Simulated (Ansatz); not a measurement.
Consider the atomization: `BC(=C)S` → B• + 2 C• + 5 H• + S•.

Computed with Ansatz on PBE0-D4/def2-TZVP structures; ΔE is electronic, products minus reactants. CBS: MP2 limit from def2 TZ/QZ plus the TZ coupled-cluster correction, frozen cores. This one scheme is used for every species, atoms too. DFT in def2-TZVPP. B3LYP here is the variant with VWN-RPA as its local correlation; programs differ in this. Open shells (•) are unrestricted, without spin–orbit coupling. Spin–orbit coupling would lower the free atoms: a little for B, C, S. One conformer a species, not always the lowest.

`BC(=C)S`:

```xyz
9

B     0.364   -0.263   -1.171
C     0.017    0.057    0.292
C    -1.274    0.227    0.627
S     1.267    0.204    1.525
H    -0.532   -0.350   -1.958
H     1.494   -0.423   -1.530
H    -1.606    0.455    1.636
H    -2.037    0.135   -0.136
H     2.307   -0.042    0.716
```

Question: What is ΔE at CCSD(T)/CBS? (Best estimate.)

Answer: Computed: +3336.5 kJ/mol.

Question: What do these levels give: r2SCAN-D4, PBE0-D4, B3LYP-D4, PBE, r2SCAN0, BHLYP, LC-ωPBE, CCSD/def2-SVP, HF/def2-TZVPP, SCS-MP2/def2-TZVPP, HF/def2-QZVPP, SCS-MP2/def2-QZVPP? (Estimate.)

Answer: The calculation gave: r2SCAN-D4 3372.9, PBE0-D4 3377.6, B3LYP-D4 3361.5, PBE 3414.2, r2SCAN0 3322.1, BHLYP 3252.5, LC-ωPBE 3326.3, CCSD/def2-SVP 3142.3, HF/def2-TZVPP 2502.4, SCS-MP2/def2-TZVPP 3293.9, HF/def2-QZVPP 2505.4, SCS-MP2/def2-QZVPP 3345.6 kJ/mol.

Largest T1 diagnostic among the species: 0.014.

At CCSD(T), def2-SVP lies −155.1 kJ/mol from the extrapolated value and def2-TZVPP −79.2 kJ/mol: correlation converges slowly with the basis, and small sets miss more of it in the bonded molecule than in its fragments. From PBE to PBE0 (25 % exact exchange), in def2-TZVPP and without D4, ΔE moves by −51.4 kJ/mol: exact exchange takes away binding that semilocal exchange gives to molecules. In def2-TZVPP, CCSD(T) changes the Hartree–Fock value by +754.9 kJ/mol (the triples alone add +52.9 kJ/mol) and MP2 by +806.9 kJ/mol; breaking electron pairs costs correlation energy, which Hartree–Fock lacks.

For atomizations the MP2-based limit and the directly extrapolated one differ by several kJ/mol either way, and by 10 to 25 for some Ge, Se and Sn compounds, so smaller differences from it don't rank the levels.
